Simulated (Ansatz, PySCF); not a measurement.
Process, species as SMILES: O=CCC(=O)[SiH3] + 7 [H][H] (H2) -> 3 C (CH4) + 2 O (H2O) + [SiH4] (SiH4)
Geometries: B3LYP-D3(BJ)/def2-TZVP minima from Ansatz (a program for electronic structure), one conformer each, not searched for the lowest. Frequencies are from Ansatz or PySCF.

Wanted: energy of full hydrogenation (0 K, with B3LYP-D3(BJ) harmonic zero-point energies), in kJ/mol. Correlated levels leave the core frozen unless marked. Spin-orbit coupling is left out. Non-relativistic. Basis-set limits of correlation are two-point, X^-3; Hartree-Fock from the larger set.

```json
[
 {"level": "r2SCAN-D3(BJ)/def2-TZVPD", "program": "Ansatz + dftd3", "energy of full hydrogenation (kJ/mol)": "…"},
 {"level": "B3LYP/def2-TZVPD", "program": "Ansatz", "energy of full hydrogenation (kJ/mol)": "…"},
 {"level": "PBE0/def2-QZVPP", "program": "Ansatz", "energy of full hydrogenation (kJ/mol)": "-495.2"},
 {"level": "HSE06-D3(BJ)/def2-TZVPD", "program": "Ansatz + dftd3", "energy of full hydrogenation (kJ/mol)": "-473.9"},
 {"level": "HSE06-D4/def2-TZVPD", "program": "Ansatz + dftd4", "energy of full hydrogenation (kJ/mol)": "-471.8"},
 {"level": "wB97X/def2-TZVPD", "program": "Ansatz", "energy of full hydrogenation (kJ/mol)": "…"},
 {"level": "SCS-MP2/aug-cc-pV(T+d)Z", "program": "Ansatz", "energy of full hydrogenation (kJ/mol)": "-449.9"},
 {"level": "CCSD(T)/CBS(cc-pV(T+d)Z,cc-pV(Q+d)Z)", "program": "Ansatz", "energy of full hydrogenation (kJ/mol)": "…"}
]
```

Some entries are withheld; supply them.


- r2SCAN-D3(BJ)/def2-TZVPD, energy of full hydrogenation (kJ/mol): -432.6
- B3LYP/def2-TZVPD, energy of full hydrogenation (kJ/mol): -452.7
- wB97X/def2-TZVPD, energy of full hydrogenation (kJ/mol): -476.4
- CCSD(T)/CBS(cc-pV(T+d)Z,cc-pV(Q+d)Z), energy of full hydrogenation (kJ/mol): -455.7
